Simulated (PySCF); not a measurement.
Constitutional and geometric isomers with formula C3H3F. All species are isolated molecules in the gas phase. Strings in code marks are SMILES. All members: neutral, multiplicity 1. Level: PBE-D3(BJ)/def2-TZVP (PySCF). Delta-SCF ions had no search for a lower state.  The removal energy is E(N − 1 electrons) − E(N electrons) at the parent's geometry; ε(HOMO) is measured against the vacuum level.

```tsv
species	−ε(HOMO) (eV)	vertical ionisation energy (Delta-SCF) (eV)
`FC1=CC1`	6.11	withheld
`C=C=CF`	6.24	9.76
`CC#CF`	6.31	10.02
`C#CCF`	6.92	10.46
`FC1C=C1`	6.93	10.73
```

Fit vertical ionisation energy (Delta-SCF) = a + b·x to the 4 complete rows by least squares, with x = −ε(HOMO) in eV. Give a, b and the rms residual, and predict the withheld value.

Means of the 4 rows: x̄ = 6.6, ȳ = 10.242 eV. Σ(x − x̄)² = 0.425 and Σ(x − x̄)(y − ȳ) = 0.4687, so b = 1.103 and a = ȳ − b·x̄ = 2.962 eV. The rms residual is 0.112 eV. At x = 6.11 the line gives 9.70 eV, outside the range of the fitted rows. The run for `FC1=CC1` gave 9.69 eV, so the line is off by 0.01 eV, within twice the rms residual.

Codes: PySCF.
